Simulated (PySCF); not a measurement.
Isomers C₆H₆ClF:

A. `[C@H]12C[C@@H]3[C@@H](F)[C@@]1(Cl)[C@@H]32`
B. `InChI=1S/C6H6ClF/c7-5-2-1-3-6(8)4-5/h1-3,6H,4H2/t6-/m0/s1`
C. SMILES C=C1CC(CCl)=C1F

Spectrum 1. 13C{1H} NMR (computed): δ 157.5 (C), 148.5 (C), 130.3 (C), 107.7 (CH2), 43.4 (CH2), 30.1 (CH2).

Spectrum 2. 13C{1H} NMR (computed): δ 149.2 (C), 136.8 (CH), 127.6 (CH), 126.5 (CH), 86.5 (CH), 43.0 (CH2).

Spectrum 3. 13C{1H} NMR (computed): δ 108.0 (CH), 52.1 (C), 46.0 (CH), 42.7 (CH), 34.4 (CH2), 31.4 (CH).

PySCF 2.14 calculation with σ from GIAO-PBE0/pcSseg-1 and GFN2-xTB geometry; isolated molecule, one conformer, fast rotation and ring inversion assumed for equivalent nuclei, relativity neglected.

Shifts are taken against calculated references (same method and geometry level): 13C (σref 186.93) against TMS. Splittings of carbon signals by F and P are missing where no couplings were computed. Shifts are as computed. Against solution values, carbons near 30 ppm lie about +3 ppm off and those near 130 ppm about +5 ppm; carbons on Cl a further +6 ppm. Of 1211 compounds with measured shifts, 218 miss one by over three times the rms of a fit or turn the order of signals round; such compounds aren't used in these exercises. Carbons bonded to Cl come out too deshielded.

Task: Match each spectrum to its structure.

Result: 1–C, 2–B, 3–A.

- Spectrum 1 (C): 6 13C signals; δC 157.5 is a fully substituted alkene carbon; δC 148.5 is a fully substituted alkene carbon.
- Spectrum 2 (B): 6 13C signals; δC 149.2 is a fully substituted alkene carbon; δC 136.8 is an alkene CH.
- Spectrum 3 (A): 6 13C signals; δC 108.0 is an sp3 CH bonded to F; δC 52.1 is a three-membered-ring carbon.
